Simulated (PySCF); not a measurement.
**Deuteron quadrupole couplings in `CC(C)NN=C1CCCC1`**

Species: C8H16N2.
Geometry (GFN2-xTB, Å), atoms numbered from 1 in this order:
```xyz
26
C8H16N2 angstrom
C      3.0396    1.2147   -0.3847
C      2.5479    0.0104    0.4109
C      2.7409   -1.2876   -0.3804
N      1.1576    0.2230    0.7789
N      0.3266    0.4819   -0.2557
C     -0.9206    0.2916   -0.1832
C     -1.7268   -0.3259    0.9414
C     -3.1803   -0.1701    0.4914
C     -3.0986   -0.1597   -1.0355
C     -1.8386    0.6577   -1.3157
H      2.9231    2.1198    0.2047
H      4.0869    1.0921   -0.6469
H      2.4483    1.3145   -1.2899
H      3.1035   -0.0576    1.3547
H      3.7916   -1.4382   -0.6130
H      2.3873   -2.1434    0.1930
H      2.1775   -1.2336   -1.3092
H      0.8140   -0.4302    1.4821
H     -1.5323    0.1634    1.8980
H     -1.4616   -1.3841    1.0443
H     -3.8227   -0.9646    0.8697
H     -3.5745    0.7850    0.8431
H     -3.9885    0.2652   -1.4978
H     -2.9695   -1.1787   -1.4060
H     -1.3901    0.4499   -2.2856
H     -2.0616    1.7271   -1.2709
```

Level: PBE0/pcSseg-1 (PySCF, non-relativistic); Q(2H) = 0.00286 b; rigid geometry, the same for H and D, with no vibrational averaging.

Question: Rank these positions by the coupling χzz of a deuteron there, largest first.
A. H14 (methine hydrogen)
B. H11 (methyl hydrogen)
C. H26 (methylene hydrogen)
D. H21 (methylene hydrogen)
E. H18 (N–H hydrogen)

Answer: E (254 kHz), B (214 kHz), D (209 kHz), C (204 kHz), A (194 kHz).

Question: What are Vzz, η and χzz (234.96 MHz × Q × Vzz) at all hydrogens?

Answer: 
| atom | bonded to | bond length (Å) | Vzz (au) | η | χzz (kHz) |
| --- | --- | --- | --- | --- | --- |
| H11 | C1 | 1.086 | 0.3182 | 0.02 | 214 |
| H12 | C1 | 1.087 | 0.3186 | 0.03 | 214 |
| H13 | C1 | 1.086 | 0.3140 | 0.03 | 211 |
| H14 | C2 | 1.097 | 0.2889 | 0.05 | 194 |
| H15 | C3 | 1.087 | 0.3182 | 0.02 | 214 |
| H16 | C3 | 1.089 | 0.3145 | 0.02 | 211 |
| H17 | C3 | 1.088 | 0.3132 | 0.01 | 210 |
| H18 | N4 | 1.019 | 0.3779 | 0.22 | 254 |
| H19 | C7 | 1.092 | 0.3065 | 0.02 | 206 |
| H20 | C7 | 1.096 | 0.3008 | 0.02 | 202 |
| H21 | C8 | 1.090 | 0.3106 | 0.01 | 209 |
| H22 | C8 | 1.091 | 0.3049 | 0.01 | 205 |
| H23 | C9 | 1.089 | 0.3118 | 0.00 | 210 |
| H24 | C9 | 1.092 | 0.3048 | 0.00 | 205 |
| H25 | C10 | 1.089 | 0.3122 | 0.00 | 210 |
| H26 | C10 | 1.093 | 0.3037 | 0.00 | 204 |

Question: Average by the element that carries the hydrogen.

Answer: on C: 208 kHz over 15 positions, mean bond length 1.090 Å; on N: 254 kHz over 1 position, mean bond length 1.019 Å.

Question: How does χzz go with the bond length over the 15 C–H bonds?

Answer: A straight-line fit has a slope of -14.6 kHz for each 0.01 Å, with a correlation coefficient of -0.95, over lengths from 1.086 to 1.097 Å. The longer bonds have the smaller couplings here.

Question: Give the 2H NMR doublet splittings at H17 for a magnetic field along the z, y and x axes of the gradient: 3χ/2, 3χ(1 + η)/4, 3χ(1 − η)/4.

Answer: With |χ| = 210.5 kHz and η = 0.010: 316, 159 and 156 kHz, to first order and without motion.

The structure is a single GFN2-xTB conformer in the gas phase; no vibrational or solvent corrections. GFN2-xTB bond lengths can be off by several hundredths of an ångström, more for odd bonds, and the gradients follow them. A larger basis could move these couplings by a tenth or more.
